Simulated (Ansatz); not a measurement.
System: C$_{3}$H$_{4}$N, charge -1, multiplicity 1. It need not be the lowest isomer of its formula. Whether it binds its extra electron was not tested at this geometry. 
Structure (B3LYP-D3(BJ)/def2-TZVP (Ansatz, a program for electronic structure) minimum search):
SMILES: [C-]#[N+][CH-]C
```xyz
8

C     -1.5321     0.2026    -0.1431
C     -0.2843    -0.6030    -0.4348
N      0.8479    -0.0527     0.1394
C      1.7907     0.3822     0.6953
H     -1.4956     1.2774    -0.4385
H     -1.7749     0.1967     0.9275
H     -2.3889    -0.2406    -0.6636
H     -0.1219    -0.7548    -1.5056
```
Charge -1, spin multiplicity 1.

Parts of the frozen-core correlation energy in cc-pVTZ (Ansatz, hartree). Frozen orbitals: 4; correlated occupied orbitals by spin: 11 and 11; virtual: 161 and 161. Spin-orbit coupling is left out. No relativistic terms.

```json
[
 {"term": "reference (HF)", "value": "-170.33966"},
 {"term": "MP2 opposite-spin", "value": "-0.52924"},
 {"term": "MP2 same-spin", "value": "-0.17000"},
 {"term": "CCSD correlation", "value": "-0.71838"},
 {"term": "(T)", "value": "-0.03555"},
 {"term": "T1 diagnostic", "value": "0.014"},
 {"term": "largest doubles amplitude", "value": "0.041"}
]
```
